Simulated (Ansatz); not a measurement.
`[CH3][Sn]([Cl])([Cl])[Cl]` → `[CH2]` (triplet) + `[Cl][SnH]([Cl])[Cl]` at 600 K and 1 bar (formal loss of a carbene).

Isolated molecules relaxed with PBE0-D4/def2-TZVP in Ansatz; ΔE leaves out vibrations. CCSD(T)/CBS adds triple-zeta CCSD(T) − MP2 to the extrapolated MP2 energy (def2 sets, frozen cores). This one scheme is used for every species. Triplets are unrestricted, without spin–orbit coupling. Elements past krypton have def2 core potentials. For Sn outer-core shells are correlated without core-valence functions, which leaves a few kJ/mol of doubt a bond.

```tsv
species	CCSD(T)/CBS energy (Eh)	H − E (kJ/mol)	S (J/(mol·K))
`[CH3][Sn]([Cl])([Cl])[Cl]`	-1633.37264	167.7	480.5
`[CH2]` (triplet)	-39.09499	66.5	220.8
`[Cl][SnH]([Cl])[Cl]`	-1594.09169	74.6	409.9
```

H − E and S are ideal-gas, rigid-rotor, harmonic terms from PBE0-D4/def2-TZVP, with the whole ground term of open shells counted as degenerate. 1 Eh = 2625.50 kJ/mol, R = 8.31446 J/(mol·K).

Problem. By hand: ΔE, ΔH, ΔS and ΔG.

Solution. ΔE = (-39.09499) + (-1594.09169) − (-1633.37264) = 0.18596 Eh = 488.2 kJ/mol. Δ(H − E) = 66.5 + 74.6 − 167.7 = -26.6, so ΔH = 461.6 kJ/mol. ΔS = 220.8 + 409.9 − 480.5 = 150.2 J/(mol·K). ΔG = 461.6 − 600 × (150.2)/1000 = 371.5 kJ/mol.

Problem. By hand: the equilibrium constant, and the temperature at which ΔG would vanish if ΔH and ΔS stayed fixed.

Solution. log₁₀ K = −ΔG/(RT ln 10) = -32.3. ΔG = 0 at ΔH/ΔS = 3073 K, far beyond where these terms or the molecules hold.

The number of gas molecules changes by +1, which sets the sign of ΔS. A doubt of 5 kJ/mol in ΔE shifts log₁₀ K by 0.4 here. A triplet takes part, so the spin changes. These are equilibria of isolated gas molecules and say nothing of rates. Largest T1 diagnostic: 0.011 (customary marks: 0.02 for closed shells, 0.045 for open ones).
